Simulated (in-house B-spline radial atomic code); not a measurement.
Orbital energies and mean radii along the 2-electron series, configuration 1s2. The effective charge is n√(-2ε), a non-relativistic measure. Computed with a B-spline radial code for spherical atoms: non-relativistic Hartree-Fock, average of the configuration, point nuclei.

This level leaves out relativity, spin-orbit splitting included, which matters for heavy ions.

```
  ion   Z  energy of 1s (Eh)  mean radius of 1s (bohr)  effective charge of 1s
Zr38+  40            -775.17                  0.037855                  39.374
Nb39+  41            -815.04                  0.036923                  40.374
Mo40+  42                  ?                         ?                       ?
Tc41+  43            -897.79                  0.035191                  42.374
Ru42+  44            -940.67                  0.034384                  43.374
Rh43+  45            -984.54                  0.033614                  44.374
Pd44+  46           -1029.42                  0.032877                  45.374
Ag45+  47                  ?                         ?                       ?
Cd46+  48           -1122.17                  0.031496                  47.374
In47+  49           -1170.04                  0.030848                  48.374
Sn48+  50           -1218.92                  0.030227                  49.374
Sb49+  51           -1268.79                   0.02963                  50.374
Te50+  52           -1319.67                  0.029056                  51.374
 I51+  53                  ?                         ?                       ?
Xe52+  54           -1424.42                  0.027972                  53.374
```

(1) Fill in the row of Mo40+.

(2) Fill in the row of Ag45+.

(3) Fill in the row of I51+.

(4) How does the screening of 1s change?

## Answers

(1) energy of 1s (Eh): -855.92; mean radius of 1s (bohr): 0.036036; effective charge of 1s: 41.374.

(2) energy of 1s (Eh): -1075.29; mean radius of 1s (bohr): 0.032172; effective charge of 1s: 46.374.

(3) energy of 1s (Eh): -1371.54; mean radius of 1s (bohr): 0.028504; effective charge of 1s: 52.374.

(4) Z less the effective charge goes from 0.63 at Z = 40 to 0.63 at Z = 54.
